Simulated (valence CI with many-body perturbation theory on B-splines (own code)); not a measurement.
**Questions on Ce19+**

Calculated by valence CI with perturbative core correlation (CI+MBPT): three valence electrons over a frozen Dirac-Fock core [Kr], radial functions for each j: 7 s, 7 p, 8 d, 6 f, 4 g, 1 h, with the one-electron correlation potential Σ1, the two-electron term Σ2, the three-electron term Σ3, Breit, model QED; selected CI, second order for the rest, scaled by the run's own slope (own B-spline code, finite nucleus).

No measured spectrum was set against this ion. As an estimate, terms of the open shell hold to 2 to 4 % of their energy, and close levels can change places. Only levels of the ground parity were solved; by the run's estimate the other parity begins above the list, which can be wrong where configurations are misplaced.

Names give the largest LS component (configuration and term), which can be under half, so a name can repeat, a term be missing and a line seem to break the LS rules; names also repeat where a configuration has a term twice.

Rates and lifetimes use the calculated energies. Strong lines usually hold to 10 to 20 %, long lifetimes can be off by a factor of two.

(1) What is the ground level?

(2) What is the ionisation energy?

(3) How well does LS coupling describe the low levels?

Answers

(1) 4d³ ⁴F_3/2, composition 76 % 4d³ ⁴F + 20 % 4d³ ²D + 3 % 4d³ ²P, g = 0.525.

(2) 544.24 eV; NIST lists 543 ± 4 eV (theoretical).

(3) Among the lowest 19 levels the leading LS term, summed over configurations, holds 73 % on average. For single configurations the figures are 73 % in LS and 81 % in jj coupling. Terms mix most in the J = 9/2 level at 41691 cm⁻¹, where the leading one holds 40 %.
